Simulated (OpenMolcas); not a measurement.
An atom or ion with 34 electrons was computed by SS-RASPT2, IPEA 0.25 Eh, imaginary shift 0.1 Eh with spin-orbit coupling (OpenMolcas, ANO-RCC-VTZP, DKH2). The lowest levels that the run gave, each within 12 % of the measured value where one is at hand:

```csv
J,Parity,E (cm-1),g
2,even,0.0,1.490
1,even,2830,1.501
0,even,3580,
2,even,12480,1.011
0,even,28370,
```

Task: Which ion is it, and what are the configurations and terms?

Result: Br⁺ (Z = 35, charge +1; active space 6 electrons in 9 orbitals (RAS2 4s 4p; RAS3 4d, at most 2 electrons)). J, parity and g give the terms where levels are pure, and mixed ones are named by the computed weights; the size of the splittings, set against known spectra of the 34-electron sequence, gives the charge. In order, with the measured energies in cm-1 (NIST Handbook of Basic Atomic Spectroscopic Data): 4s2 4p4 3P2, 4s2 4p4 3P1 (3136), 4s2 4p4 3P0 (3837), 4s2 4p4 1D2 (12089), 4s2 4p4 1S0 (27867).

Term energies are means over components that CASPT2 splits; among the terms shown or strongly mixed into the levels shown the widest spread is 32 cm-1 (4s2 4p4 1D). Active for correlation alone: 4d; no level in the range computed is led by a configuration that fills it, so any true level of that kind is missing. No level of 4s 4p5 was computed, though it lies in the active space. Measured partners are found by configuration, term and J. A level has none where our copy of the source lacks it or the pairing is in doubt (some pairs that miss far off the trend of their configuration count as doubtful), and it then counts in no deviation. Only configurations of the active space appear.
